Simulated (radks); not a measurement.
Q: These are the eigenvalues of the occupied orbitals of an atom or ion with whole-number occupations (Ry). Calculated with a radial shooting solver on a logarithmic mesh with Libxc functionals: Dirac Kohn-Sham, PBE, spin-unpolarised, spherical densities, finite nucleus; Fermi nuclear charge, rms radius of each element as measured or else 0.836 A^(1/3) + 0.57 fm.

| orbital | eigenvalue |
|---|---|
| 1s1/2 | -4498.476 |
| 2s1/2 | -765.1504 |
| 2p1/2 | -730.0795 |
| 2p3/2 | -653.1351 |
| 3s1/2 | -175.7427 |
| 3p1/2 | -160.2468 |
| 3p3/2 | -143.9185 |
| 3d3/2 | -117.5126 |
| 3d5/2 | -113.9462 |
| 4s1/2 | -37.91001 |
| 4p1/2 | -31.63079 |
| 4p3/2 | -27.91323 |
| 4d3/2 | -17.57123 |
| 4d5/2 | -16.89026 |
| 5s1/2 | -7.59398 |
| 5p1/2 | -5.78573 |
| 5p3/2 | -5.25217 |
| 4f5/2 | -4.25011 |
| 4f7/2 | -4.14168 |

Which element is it, and in what charge state? The configuration may be excited. Open shells, if any, fill j = l - 1/2 first.

A: Z = 70, ytterbium, charge +4: Yb4+ in [Xe] 4f12. The list shows which subshells hold electrons but not how many an open one holds; the 1s level, -2249.2 hartree, gives Z - s = 67.1 by -(Z - s)^2/2, which with screening and relativity narrows Z to a few neighbours, and the depths of the outer levels then fix element, charge and occupations together.
